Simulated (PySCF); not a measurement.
**Identify the compound**

An unknown has the formula C8H11FSi. Its calculated NMR data are:

¹H NMR (500 MHz, computed): δ 4.79 (m, 1H), 2.24 (m, 1H), 2.11 (s, 3H), 1.97 (s, 3H), 1.36 (d, 3H).

¹³C{¹H} NMR (computed): δ 113.0 (C), 84.6 (C), 84.2 (C), 83.6 (C), 18.0 (CH3), 17.7 (CH), 5.7 (CH3), 4.9 (CH3).

Calculated, not measured (PySCF): geometry: GFN2-xTB, shielding tensors at PBE0/pcSseg-1 (GIAO). No solvent model, averaged over atoms made equivalent by symmetry, fast rotation or ring inversion, one computed conformer, relativity neglected.

Scale: ¹H, ¹³C vs TMS (reference shieldings calculated alike).

Question: Which of these isomers gave the spectra?
A. C#C[Si@@H]1C[C@H](C2CC2)[C@@H]1F
B. CC#C[C@@H](C)[Si@H](F)C#CC
C. C=C[C@@H]1C=C([SiH2]F)C=CC1
D. C#C[Si@@H]1C[C@@H](C2CC2)[C@@H]1F

Answer: B. 

- The formula gives 4 degrees of unsaturation (no ring in the answer).
- 8 carbon signals for 8 carbons: no two carbons are equivalent.
- Carbon types of the structure: 4 × C, 1 × CH, 3 × CH3, leaving 1 H on heteroatoms.
- δC 113.0, 84.6, 84.2, 83.6: alkyne carbon.
- δC 18.0: methyl carbon; aliphatic region, no heteroatom directly attached.
- δC 17.7: propargylic sp3 CH bonded to Si.
- δC 5.7, 4.9: propargylic methyl carbon; saturated and bonded to C and H only.
- δH 4.79: hydrogen on a silicon bonded to 2 C, F.

The others: C=C[C@@H]1C=C([SiH2]F)C=CC1 would give 11 signals for carbon-bound and other non-exchanging H, not 5; C#C[Si@@H]1C[C@@H](C2CC2)[C@@H]1F would give 11 signals for carbon-bound and other non-exchanging H, not 5; C#C[Si@@H]1C[C@H](C2CC2)[C@@H]1F would give 11 signals for carbon-bound and other non-exchanging H, not 5.

Splittings by ¹⁹F in the carbon and heteronuclear signals aren't shown, as no couplings were computed. Shifts are as computed. Against solution values, carbons near 30 ppm lie about +3 ppm off and those near 130 ppm about +5 ppm. Of 1309 compounds with measured shifts, 239 miss one by over three times the rms of a fit or turn the order of signals round; such compounds aren't used in these exercises. No couplings were computed; multiplicities are counted from neighbouring protons, with m where these are inequivalent, close in shift, in a saturated or five-membered ring or joined by F or P, and br s for small geminal =CH2 splittings.
